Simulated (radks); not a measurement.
Results of a calculation; reference values are marked as such.
All-electron atom: Zn2+ in [Ar] 3d10. Level of theory: scalar-relativistic Kohn-Sham, MS2 meta-GGA, spin-polarised, spherical densities, finite nucleus; meta-GGA in the generalised Kohn-Sham scheme; Fermi nuclear charge, rms radius 3.9283 fm (a radial shooting solver on a logarithmic mesh with Libxc functionals).

Local quantities along the radius. ELF = 1/(1 + alpha^2) is the electron localisation function; alpha = (tau - tau_W)/tau_unif compares the Pauli kinetic energy density with that of the uniform gas (summed over spins); r v_xc is r times the local exchange-correlation potential of spin up (hartree bohr, multiplicative part alone); -r V(r) is the screened charge that the Kohn-Sham potential of spin up presents (atomic units); s = |grad rho|/(2 (3 pi^2)^(1/3) rho^(4/3)) is the reduced gradient. tau is taken from the large components.

| r (bohr) | ELF | alpha | r v_xc | -r V(r) | s |
|---|---|---|---|---|---|
| 0.003739 | 1.000 | 0.01900 | -0.1211 | 29.59 | 0.4624 |
| 0.004249 | 1.000 | 0.01966 | -0.1341 | 29.53 | 0.4580 |
| 0.004868 | 1.000 | 0.02055 | -0.1497 | 29.46 | 0.4552 |
| 0.005578 | 1.000 | 0.02166 | -0.1670 | 29.37 | 0.4542 |
| 0.006339 | 0.999 | 0.02296 | -0.1851 | 29.29 | 0.4550 |
| 0.007263 | 0.999 | 0.02470 | -0.2063 | 29.18 | 0.4576 |
| 0.008254 | 0.999 | 0.02675 | -0.2283 | 29.06 | 0.4618 |
| 0.009457 | 0.999 | 0.02950 | -0.2539 | 28.93 | 0.4682 |
| 0.01083 | 0.999 | 0.03303 | -0.2819 | 28.77 | 0.4770 |
| 0.01231 | 0.999 | 0.03733 | -0.3104 | 28.60 | 0.4874 |
| 0.01411 | 0.998 | 0.04333 | -0.3432 | 28.40 | 0.5013 |
| 0.01616 | 0.997 | 0.05142 | -0.3787 | 28.17 | 0.5182 |
| 0.01837 | 0.996 | 0.06178 | -0.4147 | 27.93 | 0.5374 |
| 0.02105 | 0.994 | 0.07715 | -0.4565 | 27.65 | 0.5616 |
| 0.02392 | 0.991 | 0.09780 | -0.5002 | 27.36 | 0.5884 |
| 0.02741 | 0.983 | 0.1300 | -0.5531 | 27.02 | 0.6213 |
| 0.0314 | 0.969 | 0.1788 | -0.6145 | 26.66 | 0.6585 |
| 0.03569 | 0.941 | 0.2494 | -0.6752 | 26.28 | 0.6961 |
| 0.04088 | 0.882 | 0.3658 | -0.6950 | 25.79 | 0.7352 |
| 0.04647 | 0.778 | 0.5346 | -0.4748 | 25.05 | 0.7641 |
| 0.05324 | 0.610 | 0.8004 | -0.3057 | 24.28 | 0.7726 |
| 0.06099 | 0.434 | 1.141 | -0.5628 | 23.89 | 0.7386 |
| 0.06932 | 0.324 | 1.446 | -0.5516 | 23.21 | 0.6550 |
| 0.07942 | 0.284 | 1.587 | -0.5621 | 22.45 | 0.5227 |
| 0.09099 | 0.324 | 1.445 | -0.5954 | 21.65 | 0.3913 |
| 0.1034 | 0.429 | 1.154 | -0.6337 | 20.84 | 0.3123 |
| 0.1185 | 0.581 | 0.8501 | -0.7881 | 20.03 | 0.2906 |
| 0.1347 | 0.705 | 0.6471 | -0.9953 | 19.29 | 0.3177 |
| 0.1543 | 0.783 | 0.5262 | -1.044 | 18.29 | 0.3794 |
| 0.1768 | 0.808 | 0.4869 | -1.062 | 17.23 | 0.4630 |
| 0.2009 | 0.782 | 0.5273 | -1.007 | 16.15 | 0.5547 |
| 0.2302 | 0.674 | 0.6961 | -0.6555 | 14.71 | 0.6522 |
| 0.2637 | 0.461 | 1.082 | -0.8638 | 13.81 | 0.7088 |
| 0.2997 | 0.275 | 1.626 | -0.8029 | 12.68 | 0.6580 |
| 0.3433 | 0.209 | 1.946 | -0.7864 | 11.50 | 0.4665 |
| 0.3902 | 0.275 | 1.623 | -0.8613 | 10.45 | 0.2800 |
| 0.4471 | 0.461 | 1.082 | -0.9357 | 9.307 | 0.2081 |
| 0.5122 | 0.647 | 0.7384 | -1.214 | 8.385 | 0.2429 |
| 0.5822 | 0.741 | 0.5910 | -1.350 | 7.450 | 0.3189 |
| 0.667 | 0.773 | 0.5425 | -1.363 | 6.441 | 0.4169 |
| 0.758 | 0.760 | 0.5618 | -1.298 | 5.557 | 0.5194 |
| 0.8685 | 0.706 | 0.6450 | -1.094 | 4.653 | 0.6414 |
| 0.995 | 0.606 | 0.8059 | -0.9000 | 3.930 | 0.7798 |
| 1.131 | 0.476 | 1.049 | -0.9632 | 3.633 | 0.9276 |
| 1.296 | 0.328 | 1.433 | -0.8712 | 3.276 | 1.111 |
| 1.484 | 0.203 | 1.982 | -0.7432 | 2.975 | 1.336 |
| 1.687 | 0.121 | 2.693 | -0.6486 | 2.779 | 1.609 |
| 1.933 | 0.066 | 3.751 | -0.5607 | 2.626 | 2.012 |
| 2.197 | 0.035 | 5.242 | -0.4881 | 2.520 | 2.571 |
| 2.517 | 0.016 | 7.863 | -0.4233 | 2.436 | 3.491 |
| 2.883 | 0.006 | 12.73 | -0.3621 | 2.367 | 4.999 |
| 3.277 | 0.002 | 21.94 | -0.2966 | 2.298 | 7.393 |
| 3.755 | 0.001 | 43.88 | -0.2203 | 2.221 | 11.91 |
| 4.302 | 0.000 | 100.6 | -0.1490 | 2.149 | 20.59 |
| 4.889 | 0.000 | 253.4 | -0.09471 | 2.095 | 37.02 |
| 5.601 | 0.000 | 803.5 | -0.05335 | 2.053 | 75.28 |

On this mesh the ELF has minima near r = 0.079, 0.34 bohr, which separate the shells, and maxima near 0.18 (0.81), 0.67 (0.77).

Self-consistent cycle (total energy in hartree, residual of the potential): 1: -1788.018109, 7e+00; 2: -1793.410867, 3e+00; 3: -1794.859851, 1e+00; 4: -1794.656772, 1e+00; 5: -1795.017365, 2e-01; 6: -1795.029811, 1e-02; 7: -1795.029772, 2e-02; 8: -1795.029856, 2e-04; 9: -1795.029857, 2e-04; 10: -1795.029857, 2e-05; 11: -1795.029857, 7e-06; 12: -1795.029857, 3e-06.
